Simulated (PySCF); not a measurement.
Electron correlation in Ga (gallium, neutral)

Starting occupation: [Ar] 3d10 4s2 4p1, 4p1/2 with m_j = +1/2. Calculation: PySCF 2.14, in x2c-TZVPPall-2c with one added diffuse shell each of s, p, d type (7s8p5d1f, 63 functions); X2C-1e with screened-nucleus spin-orbit coupling, Gaussian nucleus. Frozen: [Ar]; 13 electrons correlated; the 6 highest virtual spinors left out.

MP2 pair energies summed by pair of shells (mhartree):

```json
{"pair": "3d-3d", "energy": "-130.10", "share (%)": "68.7"}
{"pair": "3d-4s", "energy": "-21.13", "share (%)": "11.1"}
{"pair": "4s-4s", "energy": "-19.82", "share (%)": "10.5"}
{"pair": "4p-4s", "energy": "-13.06", "share (%)": "6.9"}
{"pair": "3d-4p", "energy": "-5.40", "share (%)": "2.9"}
```

Total MP2 correlation energy: -189.51 mhartree.

| level | correlation energy (mhartree) |
| --- | --- |
| CCSD | -191.77 |
| (T) | -7.85 |
| CCSD(T) | -199.62 |

Diagnostics: T1 = 0.037, largest double amplitude 0.049.

Question: Is a single reference adequate?

Answer: Largely. T1 is above 0.03 while the doubles stay small, so the singles mainly relax the orbitals.

The GHF reference relaxed away from the jj start to a determinant that is no pure jj level (⟨S²⟩ = 0.77, ⟨J²⟩ = 0.91); the energies belong to that determinant.

This basis was not built for core-valence correlation, so the inner-shell part is incomplete.
